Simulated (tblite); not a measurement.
Record of a relaxation.

Compound: C5H13ClGe.
Numbering: `[CH3:1][CH2:2][GeH:3]([CH2:4][CH3:5])[CH2:6][Cl:7]` (hydrogens: H8, H9, H10 on C1; H11, H12 on C2; H13 on Ge3; H14, H15 on C4; H16, H17, H18 on C5; H19, H20 on C6)

Computed with GFN2-xTB (tblite), gas phase: L-BFGS steps from a force-field or distance-geometry start until the largest atomic force falls under 0.01 eV/Å. 9 of its 105 geometries are shown.

Step 0: E = -646.7024 eV, largest atomic force 1.873 eV/Å
```
atom  x, y, z in Å  |  force x, y, z in eV/Å
C1     -2.300   -0.940    0.530   -1.604  -0.619   0.742
C2     -1.874   -0.223   -0.724   -0.747   0.121  -0.385
Ge3    -0.021    0.339   -0.702   -0.073   0.464  -1.316
C4      1.184   -0.908    0.101    0.092  -1.142   1.012
C5      2.616   -0.440    0.152    1.527  -0.449   0.561
C6      0.206    2.099    0.095    0.588   1.287  -0.378
Cl7    -0.033    1.931    1.856    0.045   0.209  -0.347
H8     -1.507   -1.491    1.049   -0.242   0.117  -0.324
H9     -2.756   -0.231    1.247    0.436  -0.361  -0.230
H10    -3.129   -1.650    0.252    0.793   0.427   0.497
H11    -2.544    0.652   -0.847    0.346  -0.504  -0.277
H12    -2.017   -0.906   -1.577    0.011   0.400   0.144
H13     0.391    0.497   -2.188    0.010   0.077   0.285
H14     0.886   -1.139    1.153   -0.061  -0.128  -0.864
H15     1.161   -1.834   -0.501   -0.264   0.173   0.461
H16     2.945   -0.235    1.207   -0.330   0.105  -1.040
H17     3.248   -1.298   -0.190   -0.130   0.953   0.127
H18     2.798    0.447   -0.474    0.098  -0.426   0.250
H19    -0.500    2.852   -0.327    0.408  -0.466   0.575
H20     1.241    2.488   -0.118   -0.905  -0.239   0.506
```

Step 13: E = -647.0828 eV, largest atomic force 0.119 eV/Å
```
atom  x, y, z in Å  |  force x, y, z in eV/Å
C1     -2.366   -0.951    0.545   -0.035   0.003   0.019
C2     -1.934   -0.242   -0.735    0.078   0.047  -0.056
Ge3    -0.016    0.351   -0.761   -0.028  -0.064   0.080
C4      1.220   -0.959    0.105   -0.103   0.017   0.005
C5      2.671   -0.478    0.160    0.039   0.000   0.009
C6      0.228    2.152    0.089    0.008  -0.016  -0.108
Cl7    -0.039    1.964    1.830   -0.025   0.002   0.076
H8     -1.541   -1.507    0.982    0.012  -0.067  -0.006
H9     -2.721   -0.241    1.286    0.071   0.085   0.044
H10    -3.173   -1.653    0.347   -0.049   0.014  -0.030
H11    -2.572    0.621   -0.925   -0.014  -0.032  -0.005
H12    -2.058   -0.912   -1.588    0.024  -0.029   0.009
H13     0.419    0.542   -2.210    0.001   0.044  -0.029
H14     0.856   -1.163    1.112    0.018  -0.011  -0.009
H15     1.145   -1.900   -0.444    0.014   0.041  -0.009
H16     2.948   -0.194    1.170   -0.032   0.077   0.045
H17     3.360   -1.253   -0.163    0.005  -0.074  -0.018
H18     2.823    0.387   -0.482    0.049   0.025  -0.072
H19    -0.484    2.890   -0.274   -0.046  -0.015   0.018
H20     1.228    2.555   -0.048    0.014  -0.046   0.037
```

Step 26: E = -647.1847 eV, largest atomic force 0.168 eV/Å
```
atom  x, y, z in Å  |  force x, y, z in eV/Å
C1     -2.371   -0.908    0.546    0.025   0.036   0.011
C2     -1.921   -0.317   -0.784   -0.010  -0.055   0.025
Ge3    -0.034    0.362   -0.746   -0.002  -0.099  -0.012
C4      1.246   -0.939    0.064    0.122  -0.048   0.014
C5      2.700   -0.465    0.126    0.051   0.000   0.002
C6      0.164    2.114    0.181    0.001   0.051  -0.049
Cl7    -0.166    1.975    1.917   -0.017  -0.038   0.007
H8     -1.732   -1.746    0.820   -0.047   0.006   0.032
H9     -2.314   -0.159    1.330    0.024   0.015   0.065
H10    -3.402   -1.258    0.494    0.053  -0.014  -0.051
H11    -2.606    0.478   -1.084    0.108   0.039   0.003
H12    -1.975   -1.087   -1.555    0.001   0.007  -0.043
H13     0.396    0.723   -2.169    0.003  -0.090   0.032
H14     0.917   -1.188    1.074   -0.074   0.056  -0.019
H15     1.185   -1.868   -0.505   -0.001   0.020  -0.097
H16     2.892    0.090    1.041   -0.085   0.063   0.012
H17     3.376   -1.317    0.110    0.009  -0.049   0.052
H18     2.973    0.178   -0.709   -0.137  -0.033  -0.092
H19    -0.513    2.859   -0.225   -0.067   0.085   0.047
H20     1.180    2.484    0.072    0.043   0.046   0.061
```

Step 39: E = -647.2267 eV, largest atomic force 0.140 eV/Å
```
atom  x, y, z in Å  |  force x, y, z in eV/Å
C1     -2.358   -0.884    0.557   -0.027  -0.007   0.028
C2     -1.881   -0.337   -0.779    0.005   0.043  -0.038
Ge3    -0.012    0.358   -0.749    0.075   0.071   0.095
C4      1.255   -0.958    0.042    0.015  -0.030  -0.002
C5      2.693   -0.459    0.107    0.022  -0.003   0.004
C6      0.140    2.125    0.209    0.001  -0.046  -0.025
Cl7    -0.233    1.903    1.935    0.025  -0.014  -0.088
H8     -1.832   -1.803    0.806    0.032   0.009   0.016
H9     -2.186   -0.164    1.351   -0.027   0.016   0.046
H10    -3.424   -1.103    0.517   -0.018  -0.028   0.020
H11    -2.535    0.470   -1.105   -0.055   0.048  -0.011
H12    -1.942   -1.119   -1.535   -0.003   0.000  -0.054
H13     0.419    0.681   -2.176    0.008   0.007   0.001
H14     0.909   -1.237    1.038    0.020   0.041  -0.004
H15     1.209   -1.865   -0.564   -0.009  -0.003  -0.049
H16     2.809    0.261    0.916    0.010  -0.016  -0.075
H17     3.379   -1.289    0.280   -0.020   0.062   0.059
H18     2.977    0.023   -0.829   -0.006  -0.025   0.043
H19    -0.546    2.880   -0.173   -0.009  -0.079   0.016
H20     1.151    2.526    0.151   -0.039  -0.047   0.018
```

Step 52: E = -647.2451 eV, largest atomic force 0.113 eV/Å
```
atom  x, y, z in Å  |  force x, y, z in eV/Å
C1     -2.364   -0.866    0.562    0.013   0.005  -0.011
C2     -1.891   -0.290   -0.768    0.008  -0.021  -0.002
Ge3     0.005    0.343   -0.748   -0.030  -0.056  -0.093
C4      1.272   -0.978    0.030   -0.051  -0.024  -0.008
C5      2.698   -0.453    0.104   -0.029  -0.016  -0.007
C6      0.140    2.091    0.206   -0.011   0.018   0.022
Cl7    -0.228    1.813    1.923    0.019   0.037  -0.004
H8     -1.784   -1.750    0.820   -0.002   0.019   0.001
H9     -2.252   -0.140    1.364   -0.009   0.001  -0.026
H10    -3.414   -1.152    0.508    0.024   0.010  -0.021
H11    -2.532    0.541   -1.069    0.018  -0.024   0.031
H12    -1.974   -1.054   -1.544   -0.036   0.012  -0.007
H13     0.449    0.655   -2.176   -0.034   0.012   0.012
H14     0.924   -1.262    1.022    0.018  -0.001   0.042
H15     1.235   -1.876   -0.589    0.021  -0.035  -0.011
H16     2.757    0.355    0.829    0.057   0.031  -0.034
H17     3.389   -1.237    0.404    0.002  -0.025   0.051
H18     3.013   -0.079   -0.869    0.026   0.047   0.011
H19    -0.578    2.815   -0.169   -0.041   0.027   0.039
H20     1.130    2.535    0.157    0.036  -0.018   0.015
```

Step 65: E = -647.2515 eV, largest atomic force 0.033 eV/Å
```
atom  x, y, z in Å  |  force x, y, z in eV/Å
C1     -2.363   -0.860    0.556   -0.004  -0.003   0.000
C2     -1.900   -0.287   -0.777   -0.004  -0.005   0.006
Ge3     0.001    0.328   -0.763   -0.007   0.008   0.031
C4      1.280   -0.983    0.022    0.007  -0.003   0.004
C5      2.704   -0.450    0.104    0.001  -0.001   0.000
C6      0.131    2.071    0.216    0.009  -0.001  -0.019
Cl7    -0.208    1.800    1.940    0.014  -0.012   0.001
H8     -1.770   -1.730    0.829    0.007  -0.005  -0.014
H9     -2.266   -0.122    1.348   -0.005   0.005  -0.003
H10    -3.407   -1.165    0.500   -0.007  -0.001  -0.002
H11    -2.529    0.561   -1.052    0.007  -0.002  -0.002
H12    -2.018   -1.035   -1.563    0.007  -0.009   0.008
H13     0.428    0.669   -2.186    0.000   0.005  -0.014
H14     0.936   -1.259    1.020   -0.015   0.015  -0.002
H15     1.260   -1.890   -0.585   -0.007  -0.002   0.002
H16     2.754    0.402    0.778    0.001   0.005  -0.011
H17     3.383   -1.216    0.475   -0.011  -0.002   0.003
H18     3.052   -0.132   -0.878    0.001   0.008   0.002
H19    -0.595    2.798   -0.141    0.004  -0.003   0.010
H20     1.122    2.512    0.154   -0.002   0.004   0.001
```

Step 78: E = -647.2532 eV, largest atomic force 0.021 eV/Å
```
atom  x, y, z in Å  |  force x, y, z in eV/Å
C1     -2.368   -0.863    0.551   -0.002  -0.008  -0.002
C2     -1.900   -0.291   -0.781    0.004   0.003   0.002
Ge3    -0.003    0.335   -0.771    0.014  -0.009  -0.013
C4      1.274   -0.971    0.023   -0.003   0.001   0.008
C5      2.700   -0.445    0.103    0.002  -0.007   0.002
C6      0.144    2.067    0.220   -0.007  -0.003   0.010
Cl7    -0.147    1.760    1.947    0.007   0.000   0.001
H8     -1.773   -1.733    0.823    0.005   0.001   0.002
H9     -2.276   -0.127    1.346    0.000   0.003  -0.021
H10    -3.410   -1.171    0.489   -0.003   0.004   0.005
H11    -2.530    0.553   -1.065   -0.013  -0.008   0.002
H12    -2.009   -1.046   -1.561    0.001   0.009   0.001
H13     0.406    0.681   -2.200    0.009  -0.004   0.010
H14     0.922   -1.222    1.024   -0.004  -0.003   0.009
H15     1.250   -1.891   -0.564   -0.002   0.010  -0.003
H16     2.750    0.430    0.748   -0.006   0.005  -0.007
H17     3.365   -1.203    0.511    0.013  -0.010  -0.001
H18     3.065   -0.164   -0.884   -0.006   0.003  -0.002
H19    -0.597    2.794   -0.103    0.001   0.011   0.007
H20     1.130    2.517    0.141   -0.008   0.002  -0.011
```

Step 91: E = -647.2539 eV, largest atomic force 0.019 eV/Å
```
atom  x, y, z in Å  |  force x, y, z in eV/Å
C1     -2.368   -0.867    0.546    0.007   0.009  -0.008
C2     -1.901   -0.294   -0.786    0.006   0.006  -0.010
Ge3    -0.005    0.338   -0.770   -0.012   0.010   0.011
C4      1.267   -0.966    0.031    0.007  -0.004   0.005
C5      2.696   -0.445    0.102    0.010   0.000   0.008
C6      0.145    2.071    0.222    0.000  -0.001  -0.006
Cl7    -0.107    1.752    1.952    0.003   0.007   0.001
H8     -1.766   -1.730    0.823   -0.003   0.001   0.000
H9     -2.283   -0.124    1.335   -0.003  -0.003   0.005
H10    -3.409   -1.182    0.484    0.005   0.000   0.003
H11    -2.539    0.545   -1.071    0.004   0.000  -0.003
H12    -2.003   -1.048   -1.568   -0.002  -0.003   0.004
H13     0.416    0.678   -2.196    0.003   0.002  -0.008
H14     0.918   -1.211    1.035    0.001   0.000   0.002
H15     1.238   -1.888   -0.552    0.000  -0.003   0.000
H16     2.753    0.431    0.746   -0.009  -0.003  -0.016
H17     3.362   -1.205    0.508   -0.001  -0.004  -0.008
H18     3.055   -0.167   -0.888   -0.007   0.000   0.011
H19    -0.603    2.800   -0.081   -0.001  -0.014   0.005
H20     1.129    2.523    0.122   -0.008   0.001   0.004
```

Step 104: E = -647.2543 eV, largest atomic force 0.010 eV/Å
```
atom  x, y, z in Å  |  force x, y, z in eV/Å
C1     -2.365   -0.862    0.540   -0.002  -0.004   0.004
C2     -1.899   -0.293   -0.793   -0.004  -0.002   0.001
Ge3    -0.004    0.338   -0.768    0.003   0.001  -0.005
C4      1.264   -0.969    0.037   -0.002   0.003  -0.002
C5      2.693   -0.447    0.099    0.000  -0.004  -0.001
C6      0.141    2.069    0.229   -0.001   0.001   0.001
Cl7    -0.075    1.749    1.965   -0.001  -0.006   0.000
H8     -1.762   -1.724    0.818   -0.003  -0.003   0.009
H9     -2.281   -0.119    1.329   -0.001   0.002  -0.002
H10    -3.405   -1.179    0.480    0.000   0.002   0.002
H11    -2.537    0.543   -1.082    0.003   0.006  -0.004
H12    -1.998   -1.052   -1.570    0.002   0.000  -0.005
H13     0.426    0.681   -2.191   -0.001   0.002   0.005
H14     0.917   -1.207    1.044    0.004   0.000   0.000
H15     1.231   -1.894   -0.541    0.002   0.000   0.005
H16     2.748    0.439    0.728    0.002   0.002  -0.001
H17     3.361   -1.200    0.515    0.001  -0.009  -0.001
H18     3.049   -0.184   -0.896    0.004   0.003   0.000
H19    -0.623    2.786   -0.059   -0.004   0.000  -0.003
H20     1.116    2.535    0.112   -0.002   0.006  -0.001
```

Problem. Summarise the path.

Solution. The energy falls by 0.5519 eV from step 0 to step 104; nine tenths of that is first reached at step 29. It falls at every step. The largest force goes from 1.873 to 0.010 eV/Å. Among the bonds Ge3–C4 changes most, from 1.911 to 1.991 Å; the atoms move by 0.392 Å rms after alignment.

Problem. Follow the three bonds and two angles with the largest change from start to end.

Solution. 
| step | E above end (eV) | largest force (eV/Å) | Ge3–C4 (Å) | C2–Ge3 (Å) | Ge3–C6 (Å) | C2–C1–H8 (°) | C4–C5–H17 (°) |
| --- | --- | --- | --- | --- | --- | --- | --- |
| 0 | 0.5519 | 1.873 | 1.911 | 1.937 | 1.946 | 115.4 | 106.7 |
| 5 | 0.2067 | 0.285 | 1.985 | 1.987 | 1.984 | 111.6 | 110.1 |
| 9 | 0.1808 | 0.136 | 1.987 | 1.995 | 1.999 | 111.5 | 111.0 |
| 14 | 0.1687 | 0.125 | 1.997 | 2.007 | 2.005 | 110.8 | 111.7 |
| 18 | 0.1519 | 0.261 | 1.994 | 2.002 | 2.005 | 110.1 | 110.7 |
| 23 | 0.0906 | 0.332 | 2.009 | 2.023 | 2.003 | 110.5 | 109.8 |
| 27 | 0.0646 | 0.143 | 1.997 | 2.005 | 1.995 | 110.0 | 110.0 |
| 32 | 0.0454 | 0.105 | 1.989 | 2.000 | 1.998 | 110.3 | 110.6 |
| 36 | 0.0344 | 0.085 | 1.992 | 1.998 | 2.005 | 110.9 | 111.1 |
| 41 | 0.0240 | 0.079 | 1.990 | 1.996 | 2.010 | 110.7 | 110.4 |
| 45 | 0.0179 | 0.090 | 1.989 | 1.997 | 2.002 | 110.8 | 110.8 |
| 50 | 0.0118 | 0.077 | 1.991 | 1.998 | 1.999 | 110.4 | 111.2 |
| 54 | 0.0064 | 0.095 | 1.987 | 1.997 | 1.999 | 110.3 | 110.9 |
| 59 | 0.0037 | 0.035 | 1.993 | 1.998 | 2.000 | 110.3 | 110.6 |
| 63 | 0.0031 | 0.031 | 1.993 | 1.998 | 2.003 | 110.7 | 110.6 |
| 68 | 0.0026 | 0.027 | 1.994 | 1.998 | 2.002 | 110.7 | 110.8 |
| 72 | 0.0020 | 0.027 | 1.992 | 1.997 | 2.003 | 110.5 | 110.7 |
| 77 | 0.0012 | 0.026 | 1.992 | 1.997 | 2.001 | 110.5 | 110.6 |
| 81 | 0.0009 | 0.022 | 1.992 | 1.998 | 2.002 | 110.5 | 110.6 |
| 86 | 0.0006 | 0.020 | 1.993 | 1.998 | 2.001 | 110.7 | 110.7 |
| 90 | 0.0005 | 0.015 | 1.991 | 1.998 | 2.002 | 110.6 | 110.7 |
| 95 | 0.0002 | 0.013 | 1.991 | 1.998 | 2.002 | 110.6 | 110.5 |
| 99 | 0.0001 | 0.011 | 1.991 | 1.999 | 2.003 | 110.5 | 110.6 |
| 104 | 0.0000 | 0.010 | 1.991 | 1.997 | 2.002 | 110.5 | 110.7 |

What follows is the cost of the whole relaxation. Hardware: Arm Neoverse N1, one thread (shared host). Cost: 1.5 s wall.
